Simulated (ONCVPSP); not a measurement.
# Which change was made? (Re, ONCV)

ONCVPSP 4.0.1 input, shortened (lines: element, Z, core and valence counts, functional; n l f; lmax; l rc ep ncon nbas qcut; lloc lpopt rc5 dvloc0; l nproj debl; icmod fcfact rcfact), PBE, scalar-relativistic:

```
  Re 75.00    9    5        4      upf
    1    0    2.00
    2    0    2.00
    2    1    6.00
    3    0    2.00
    3    1    6.00
    3    2   10.00
    4    0    2.00
    4    1    6.00
    4    2   10.00
    4    3   13.00
    5    0    2.00
    5    1    6.00
    5    2    6.00
    6    0    2.00
    3
    0    1.95    0.00    4    9    7.20
    1    1.60    0.00    4    9    8.20
    2    2.25    0.00    3    7    8.50
    3    0.75    0.00    4    8   18.80
    3    5    0.75    0.00
    0    2    0.90
    1    2    3.40
    2    2    2.70
    3    0    3.20
    3    2.75    1.05
```

Cutoffs, loose and tight: the cutoffs (Ha) at which the residual kinetic energy of the hardest occupied pseudo-wave falls to 1 and 0.1 mHa per electron. They do not see the model core or the augmentation charge, which bear on the density cutoff. Test errors are all-electron minus pseudo excitation energies from the reference, over the configurations 4f14 5s2 5p6 5d5 6s2; 4f14 5s2 5p6 5d5 6s1; 4f14 5s2 5p6 5d5 6s0; 4f14 5s2 5p6 5d5 6s1 6p1; variants that change the core or the reference have their own tests.

The base gives: outcome: generated; cutoff, loose: 385 Ha; cutoff, tight: 503 Ha; bound ghosts: s, p; GHOST(+) flags above zero: s, d; largest test error (meV): -376.

Question: After one change the result is: outcome: generated; cutoff, loose: 354 Ha; cutoff, tight: 502 Ha; bound ghosts: s, p; GHOST(+) flags above zero: s, d; largest test error (meV): -100. Which change was it?
A. s: qcut 7.8; p: qcut 8.9; d: qcut 9.3; f: qcut 20.5
B. d: rc 1.58
C. d: rc 3.14
D. reference 4f13.5 5s2 5p6 5d5.5 6s2

Answer: D. The others give: s: qcut 7.8; p: qcut 8.9; d: qcut 9.3; f: qcut 20.5 → outcome: generated; cutoff, loose: 203 Ha; cutoff, tight: 442 Ha; bound ghosts: s, p, d; GHOST(+) flags above zero: s; largest test error (meV): -452 | d: rc 1.58 → outcome: generated; cutoff, loose: 385 Ha; cutoff, tight: 503 Ha; bound ghosts: s, p, d; GHOST(+) flags above zero: s; largest test error (meV): -503 | d: rc 3.14 → outcome: generated; cutoff, loose: 385 Ha; cutoff, tight: 503 Ha; bound ghosts: s, p, d; GHOST(+) flags above zero: s; largest test error (meV): -669.
